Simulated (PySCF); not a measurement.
A calculated (r2SCAN0, PySCF 2.14, x2c-QZVPPall, the spin-free X2C one-electron Hamiltonian (Gaussian nucleus)) atom or ion has these occupied shells.

| shell | electrons | orbital energy (eV) | rms radius, mean of both spins (bohr) |
| --- | --- | --- | --- |
| 1s β | 1 | -7691.8 | 0.0649 |
| 1s α | 1 | -7691.8 | 0.0649 |
| 2s α | 1 | -962.78 | 0.277 |
| 2s β | 1 | -959.59 | 0.277 |
| 2p α | 3 | -828.07 | 0.249 |
| 2p β | 3 | -825.41 | 0.249 |
| 3s α | 1 | -152.35 | 0.825 |
| 3s β | 1 | -144.82 | 0.825 |
| 3p α | 3 | -112.95 | 0.874 |
| 3p β | 3 | -105.00 | 0.874 |
| 3d α | 5 | -50.420 | 1.04 |
| 3d β | 1 | -45.596 | 1.04 |

(1) Name the element and its charge.

## Answers

(1) Co³⁺ (cobalt, charge +3), in [Ar] 3d6, high-spin 5D determinant.
